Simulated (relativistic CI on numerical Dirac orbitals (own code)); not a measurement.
**Si: from the plainest model towards the measured levels**

Calculated with a relativistic CI code on KLI orbitals (one set per configuration, finite nucleus), adding one ingredient at a time: step 1, Dirac-Coulomb, each configuration alone; step 2, with Breit and QED terms; step 3, with configuration mixing; step 4, with scaled Slater integrals (0.85); step 5, with a P86 correlation estimate; step 6, tied to the ionisation limit. P86 is a density functional for the correlation energy, evaluated here for each configuration and added to its levels. Step 6 is semi-empirical: configurations made of the next ion and one excited electron move by -4223 cm⁻¹, so that their limit matches the tabulated ionisation energy, and those with a non-penetrating f or g electron also take the P86 value of the least penetrating other one.

CI space (outside the closed core [Ne]): 3s2 3p2, 3s 3p3, 3s2 3p 4s, 3s2 3p 4p, 3s2 3p 5s, 3s2 3p 4d, 3s2 3p 5p, 3s2 3p 3d, 3s2 3d2, 3p4, 3s2 4s2, 3s2 3p 4f, 3s2 3p 5d, 3s2 3p 5f, 3s2 4s 4p, 3s 3p2 3d.

Computed minus measured energy above the ground level, in cm⁻¹, for 14 of the 29 excited levels that pair in every step (one J of a term; a digit in brackets numbers repeated terms):

| Configuration | Term | J | Measured | Step 1 | Step 2 | Step 3 | Step 4 | Step 5 | Step 6 |
| --- | --- | --- | --- | --- | --- | --- | --- | --- | --- |
| 3s2 3p2 | 3P | 1 | 77 | 5 | 1 | -7 | -5 | -5 | -5 |
| 3s2 3p2 | 1D | 2 | 6299 | 2302 | 2293 | 2239 | 990 | 989 | 991 |
| 3s2 3p2 | 1S | 0 | 15394 | 5863 | 5855 | -681 | -2196 | -2122 | -2157 |
| 3s2 3p 4s | jj | 0 | 39683 | -2292 | -2288 | 1944 | 274 | 3949 | -264 |
| 3s2 3p 4p | 1P | 1 | 47284 | -3043 | -3050 | 1064 | -460 | 3970 | -244 |
| 3s2 3p 4p | 3D | 1 | 48020 | -3188 | -3190 | 958 | -667 | 3760 | -456 |
| 3s2 3p 4p | 3P | 0 | 49028 | -3267 | -3270 | 888 | -861 | 3559 | -651 |
| 3s2 3p 4p | 3S | 1 | 49400 | -3294 | -3306 | 935 | -866 | 3555 | -661 |
| 3s2 3p 5s | jj | 0 | 54245 | -3735 | -3732 | 578 | -1160 | 4108 | -108 |
| 3s2 3p 5p | 1P | 1 | 56780 | -3937 | -3939 | 430 | -1272 | 4344 | 125 |
| 3s2 3p 5p | 3D | 1 | 56978 | -3943 | -3947 | 396 | -1324 | 4294 | 75 |
| 3s2 3p 5p | 3P | 0 | 57296 | -3928 | -3930 | 374 | -1394 | 4227 | 9 |
| 3s2 3p 5p | 3S | 1 | 57542 | -3929 | -3943 | 368 | -1409 | 4214 | -5 |
| 3s2 3p 4d | jj | 4 | 57584 | -3808 | -3823 | 723 | -886 | 4535 | 316 |

Mean absolute errors in cm⁻¹, over all paired levels and for the configurations:

| Configuration, levels | Step 1 | Step 2 | Step 3 | Step 4 | Step 5 | Step 6 |
| --- | --- | --- | --- | --- | --- | --- |
| all, 29 | 3246 | 3252 | 798 | 958 | 3565 | 374 |
| 3s2 3p2, 4 | 2047 | 2039 | 737 | 801 | 783 | 792 |
| 3s2 3p 4s, 2 | 2281 | 2284 | 1946 | 277 | 3953 | 261 |
| 3s2 3p 4p, 10 | 3121 | 3128 | 973 | 784 | 3646 | 564 |
| 3s2 3p 5s, 2 | 3725 | 3730 | 579 | 1159 | 4108 | 107 |
| 3s2 3p 5p, 10 | 3893 | 3901 | 471 | 1298 | 4313 | 98 |
| 3s2 3p 4d, 1 | 3808 | 3823 | 723 | 886 | 4535 | 316 |

Measured levels: NIST Handbook of Basic Atomic Spectroscopic Data (Sansonetti and Martin, J. Phys. Chem. Ref. Data 34, 1559 (2005)).

The mean absolute error is lowest at step 6 (374 cm⁻¹), and the largest single drop is from step 5 to 6 (3565 to 374). Terms of the ground configuration are off by 2047 at first, 737 with mixing and 801 after scaling, which overcorrects here, since the mixing already narrows the term splittings. The Breit and QED terms change the top of the ground term (measured 223) from 241 to 228. Mixing lowers the ground level by 4324, with 3p4 as its largest admixture; relative to it the configurations that move most are 3s2 3p 4d by +4545, 3s2 3p 5p by +4371, 3s2 3p 5s by +4309. Configurations whose own partners of that kind are not in the list rise by much of that lowering, so a short list can trade one imbalance for another. The P86 estimate moves 3s2 3p 5p by +5611, 3s2 3p 4d by +5421, 3s2 3p 5s by +5267, and takes the mean absolute error of the excited configurations from 983 to 4010; it overshoots. Step 6 takes that error from 4010 to 307; the error more than halves for 3s2 3p 4s, 3s2 3p 4p, 3s2 3p 5s, 3s2 3p 5p, 3s2 3p 4d.
